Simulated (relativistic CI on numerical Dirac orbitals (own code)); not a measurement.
# d2 in a ligand field

Computed with a parametric ligand-field model of a d^n configuration (Racah B and C, spin-orbit zeta, crystal field), exact diagonalisation.

Field parameters in Wybourne normalisation: Td as Oh with Dq negative (B⁴₀ = 21Dq, B⁴₄ = √(5/14) B⁴₀). The field is a parameter set, without covalency.

B = 680 cm⁻¹, C = 2590 cm⁻¹ (C/B = 3.81), Td, no spin-orbit coupling. Tanabe-Sugano data, E/B above the lowest term (Δ = |10Dq|; b, c mark the second and third term of a kind):

| Δ/B | 3A2 | 3T2 | 3T1 | 1E | 1T2 | 1A1 |
| --- | --- | --- | --- | --- | --- | --- |
| 1.0 | 0.00 | 1.00 | 1.79 | 13.34 | 14.01 | 20.39 |
| 1.9 | 0.00 | 1.90 | 3.37 | 13.80 | 15.21 | 21.02 |
| 2.8 | 0.00 | 2.79 | 4.94 | 14.13 | 16.36 | 21.61 |
| 3.7 | 0.00 | 3.71 | 6.50 | 14.37 | 17.49 | 22.16 |
| 4.6 | 0.00 | 4.60 | 8.01 | 14.55 | 18.57 | 22.65 |
| 5.5 | 0.00 | 5.50 | 9.50 | 14.69 | 19.62 | 23.11 |
| 6.4 | 0.00 | 6.40 | 10.96 | 14.80 | 20.65 | 23.54 |
| 7.3 | 0.00 | 7.29 | 12.38 | 14.88 | 21.66 | 23.93 |
| 8.2 | 0.00 | 8.21 | 13.80 | 14.95 | 22.67 | 24.29 |
| 9.1 | 0.00 | 9.10 | 15.15 | 15.01 | 23.65 | 24.62 |
| 10.0 | 0.00 | 10.00 | 16.48 | 15.06 | 24.62 | 24.93 |
| 10.9 | 0.00 | 10.90 | 17.77 | 15.10 | 25.58 | 25.21 |
| 11.8 | 0.00 | 11.79 | 19.03 | 15.14 | 26.53 | 25.48 |
| 12.7 | 0.00 | 12.71 | 20.28 | 15.17 | 27.50 | 25.72 |
| 13.6 | 0.00 | 13.60 | 21.48 | 15.20 | 28.44 | 25.95 |
| 14.5 | 0.00 | 14.50 | 22.65 | 15.22 | 29.38 | 26.16 |
| 15.4 | 0.00 | 15.40 | 23.80 | 15.24 | 30.31 | 26.35 |
| 16.3 | 0.00 | 16.29 | 24.92 | 15.26 | 31.24 | 26.54 |
| 17.2 | 0.00 | 17.21 | 26.04 | 15.28 | 32.19 | 26.71 |
| 18.1 | 0.00 | 18.10 | 27.12 | 15.30 | 33.11 | 26.87 |
| 19.0 | 0.00 | 19.00 | 28.19 | 15.31 | 34.03 | 27.02 |
| 19.9 | 0.00 | 19.90 | 29.24 | 15.33 | 34.96 | 27.16 |
| 20.8 | 0.00 | 20.79 | 30.28 | 15.34 | 35.87 | 27.29 |
| 21.7 | 0.00 | 21.71 | 31.32 | 15.35 | 36.81 | 27.42 |

The ground term stays 3A2.
